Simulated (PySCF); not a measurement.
Fluorine: a sound run and one with changed settings

Sound run: F(2+) [He] 2s2 2p3, F(3+) [He] 2s2 2p2. Computed with PySCF 2.14 in jorge-DZP-DKH, with scalar relativity by spin-free X2C-1e. The sound run starts from symmetry-adapted Hartree-Fock orbitals and uses a fine grid where one is needed.

A second run was set up differently.

| species | method | sound run (hartree) | changed run (hartree) | converged |
| --- | --- | --- | --- | --- |
| F(2+) | UHF | -97.67574 | -97.67574 | yes |
| F(2+) | BP86 | -97.86766 | -98.39163 | yes |
| F(2+) | B3LYP | -97.87716 | -98.31276 | yes |
| F(3+) | UHF | -95.37105 | -95.37105 | yes |
| F(3+) | BP86 | -95.54164 | -95.98832 | yes |
| F(3+) | B3LYP | -95.54678 | -95.92358 | yes |

Ionisation energy of F(2+):

| method | sound run (eV) | changed run (eV) |
| --- | --- | --- |
| UHF | 62.714 | 62.714 |
| BP86 | 63.294 | 65.398 |
| B3LYP | 63.413 | 65.013 |

Question: What was changed?
A. radial grid too coarse
B. too few SCF iterations
C. a valence shell is frozen
D. minimal basis

Answer: A. It used radial step 1.2 in ln r (0.13 in the sound run). A coarse radial grid mis-integrates the density and the exchange-correlation energy, with errors of either sign; Hartree-Fock needs no grid.
